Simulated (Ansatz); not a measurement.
H2Ga (SMILES [GaH2]), doublet, at a GFN2-xTB geometry (such geometries of metal compounds can be far from the true shape) (the spin is typed, not shown lowest).

Input for Ansatz (a quantum-chemistry and plane-wave program):
Ansatz 0.2 input:
```yaml
crystal:
  periodic: [false, false, false]
  atoms:
    - {symbol: Ga, position_ang: [0.05144791, 0.01309187, 0.03530349]}
    - {symbol: H, position_ang: [-0.52007380, -1.67523193, -0.40542734]}
    - {symbol: H, position_ang: [-1.07481131, 1.26938408, -0.68898100]}
basis:
  gaussian:
    orbitals: 6-31G
hamiltonian:
  xc: pbe0
magnetization: {spin_polarized: true, initial_magnetization: 1}
```

Question: What does this run give for the total energy, number of basis functions, <S^2>?

Answer: 
| Item | Result |
|---|---|
| total energy | -1925.361289 Ha |
| number of basis functions | 33 |
| <S^2> | 0.755 |
